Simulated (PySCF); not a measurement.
(HZn-mu-NH2)2 (singlet state).
Structure used (PBE0-D3(BJ)/def2-SVP), in Å, numbered top down from 1:
```xyz
10
H6N2Zn2 angstrom
Zn     0.598    1.329    0.037
H      1.356    2.686    0.169
N      0.553   -0.221   -1.268
Zn    -0.317   -1.426    0.109
H     -0.521   -2.960    0.307
N     -0.703    0.260    1.166
H      1.433   -0.524   -1.687
H     -0.050   -0.034   -2.073
H     -0.552    0.239    2.175
H     -1.672    0.573    1.070
```

Level of theory: PBE0-D3(BJ)/def2-SVP geometry optimisation, gas phase in PySCF 2.14.0.

(1) Which atoms are bound to Zn1, and at what distances?

(2) List the angles at Zn1.

(3) What is the shape at Zn1?

(4) What are the other bond lengths?

(5) Give some angles away from the centre.

(6) What are the rotational constants (commonest isotopes, rigid rotor)?

Answers

(1) 3 atoms: H2 1.560 Å, N6 2.026 Å, N3 2.027 Å. The nearest atom not counted as bound is H8, at 2.59 Å.

(2) 
| angle | degrees | distance of the outer atoms (Å) |
| --- | --- | --- |
| H2–Zn1–N3 | 136.9 | 3.34 |
| H2–Zn1–N6 | 136.4 | 3.33 |
| N3–Zn1–N6 | 86.6 | 2.78 |

(3) Planar: angles 136.9°, 136.4° and 86.6°, sum 359.9°, 0.03 Å off the plane of its three neighbours.

(4) N3–H7 and 3 like bonds 1.022 Å.

(5) Zn1–N3–Zn4 91.5°.

(6) A = 6717, B = 1730, C = 1413 MHz: an asymmetric top.

Point group: C2v (every atom within 0.08 Å of its image). Charge 0, singlet. No frequency check.

The run took 4.4 min on one thread, Intel Xeon at 2.50 GHz (x86_64), no GPU (shared host), and the process peaked at 0.49 GiB of memory. This is the geometry optimisation.
